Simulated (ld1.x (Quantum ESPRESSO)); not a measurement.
Scattering properties, TM potential for arsenic

- Element: arsenic (As)
- Generator: ld1.x (Quantum ESPRESSO) 7.5
- Type: norm-conserving Troullier–Martins (Kleinman–Bylander form)
- Functional: PBE
- Relativity: scalar-relativistic
- Frozen core: [Ne] 3s2
- Valence charge: 21
- Reference configuration: 3p6 3d10 4s1.5 4p3.5
- Partial waves: 3p (bound): rc 0.75 bohr; 3d (bound): rc 0.75 bohr; 4s (bound): rc 1.45 bohr
- Local potential: the s channel
- Core correction: Bessel-smoothed model core inside 0.75 bohr

Occupied shells without a wave of their own: 4p. They enter only through the test configuration that unscreens the potential, and ld1.x also counts them in the model core charge.

The phase is arctan(r·u′/u) with u = r·R(r), unwrapped; energies in Ry, scanned from -12 to 5 Ry. A pole is an energy at which the radial function vanishes at the test radius. The pseudo phase is shifted by a multiple of π to meet the all-electron one at the reference energy, and phase errors are pseudo minus all-electron; the curves can meet again beyond the range given. Levels narrower than the energy grid can be missing from the lists of poles.

**Question.** For each channel, where are the poles, and over which energies does the pseudopotential scatter like the atom?

**Answer.**

| channel | radius (bohr) | reference energy (Ry) | poles, all-electron | poles, pseudo | unbroken range about the reference energy with phases within 0.05 rad | phase error 1 Ry above the reference energy (rad) |
| --- | --- | --- | --- | --- | --- | --- |
| s | 1.60 | -1.10 | none | 4.53 | the whole range | -0.006 |
| p | 1.60 | -9.89 | -9.80 | -9.80 | below -3.5 | +0.006 |
| d | 1.60 | -3.05 | -2.77 | -2.76 | below -0.5 | +0.020 |

The potential misses its own reference levels by up to 2.2 eV, so it is not fit for use. ld1.x takes every shell without a wave as core, so the model core holds the 4p electrons as well and exchange and correlation see them twice. This cancels in the reference configuration, but the file is broken for other ones, and its errors say nothing about a proper core correction.

Phases in the p channel:

```csv
E (Ry),all-electron,pseudo
-12.00,1.362,1.365
-11.76,1.357,1.361
-11.52,1.352,1.355
-11.28,1.345,1.349
-11.04,1.336,1.341
-10.80,1.323,1.328
-10.56,1.302,1.308
-10.32,1.255,1.262
-10.08,1.025,1.038
-9.84,-1.504,-1.504
-9.60,-1.685,-1.682
-9.36,-1.728,-1.724
-9.12,-1.749,-1.744
-8.88,-1.762,-1.756
-8.64,-1.772,-1.765
-8.40,-1.780,-1.773
-8.16,-1.787,-1.779
-7.92,-1.794,-1.785
-7.68,-1.800,-1.791
-7.44,-1.806,-1.796
-7.20,-1.812,-1.801
-6.96,-1.819,-1.807
-6.72,-1.825,-1.812
-6.48,-1.831,-1.817
-6.24,-1.838,-1.823
-6.00,-1.845,-1.829
-5.76,-1.853,-1.835
-5.52,-1.861,-1.841
-5.28,-1.869,-1.847
-5.04,-1.878,-1.854
-4.80,-1.888,-1.861
-4.56,-1.898,-1.868
-4.32,-1.909,-1.876
-4.08,-1.922,-1.885
-3.84,-1.935,-1.894
-3.60,-1.950,-1.903
-3.36,-1.966,-1.913
-3.12,-1.983,-1.924
-2.88,-2.003,-1.936
-2.64,-2.026,-1.949
-2.40,-2.051,-1.963
-2.16,-2.080,-1.978
-1.92,-2.114,-1.994
-1.68,-2.152,-2.013
-1.44,-2.198,-2.033
-1.20,-2.252,-2.055
-0.96,-2.317,-2.080
-0.72,-2.396,-2.108
-0.48,-2.493,-2.139
-0.24,-2.611,-2.175
0.00,-2.754,-2.215
0.24,-2.925,-2.262
0.48,-3.119,-2.316
0.72,-3.324,-2.379
0.96,-3.526,-2.452
1.20,-3.708,-2.538
1.44,-3.865,-2.638
1.68,-3.995,-2.753
1.92,-4.101,-2.885
2.16,-4.188,-3.031
2.40,-4.260,-3.186
2.64,-4.319,-3.345
2.88,-4.369,-3.498
3.12,-4.412,-3.640
3.36,-4.448,-3.767
3.60,-4.479,-3.879
3.84,-4.507,-3.975
4.08,-4.532,-4.057
4.32,-4.553,-4.127
4.56,-4.573,-4.187
4.80,-4.591,-4.239
```
